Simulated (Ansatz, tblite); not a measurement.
Species of one formula, C₂H₆Cl₃NSi (singlet), each relaxed with r2SCAN-D4/def2-SVP in Ansatz.

The xTB rows come from tblite. LC-ωPBE has ω = 0.4 bohr⁻¹. Correlated methods freeze 23 core orbitals.

Other spin states weren't relaxed.

A: Si(NMe2)Cl3 (C2H6Cl3NSi)

B: SiCl3(NHEt) (C₂H₆Cl₃NSi)

Question: Estimate which lies lowest at each level, and how far above it the others are (eV).

Answer: 
| level | A | B |
| --- | --- | --- |
| GFN1-xTB | 0.66 | 0.00 |
| GFN2-xTB | 0.08 | 0.00 |
| HF/STO-3G | 0.17 | 0.00 |
| HF/def2-SVP | 0.38 | 0.00 |
| HF/def2-TZVP | 0.42 | 0.00 |
| PBE-D4/def2-SVP | 0.31 | 0.00 |
| PBE-D4/def2-TZVP | 0.34 | 0.00 |
| r2SCAN-D4/def2-TZVP | 0.37 | 0.00 |
| PBE0-D4/def2-SVP | 0.33 | 0.00 |
| PBE0-D4/def2-TZVP | 0.37 | 0.00 |
| LC-ωPBE/def2-TZVP | 0.39 | 0.00 |
| ωB97X-V/def2-TZVP | 0.36 | 0.00 |
| MP2/def2-SVP | 0.34 | 0.00 |
| MP2/def2-TZVP | 0.34 | 0.00 |
| CCSD/def2-SVP | 0.34 | 0.00 |
| CCSD(T)/def2-SVP | 0.32 | 0.00 |
Point groups (tolerance 0.1 Å): A not assigned, B not assigned.
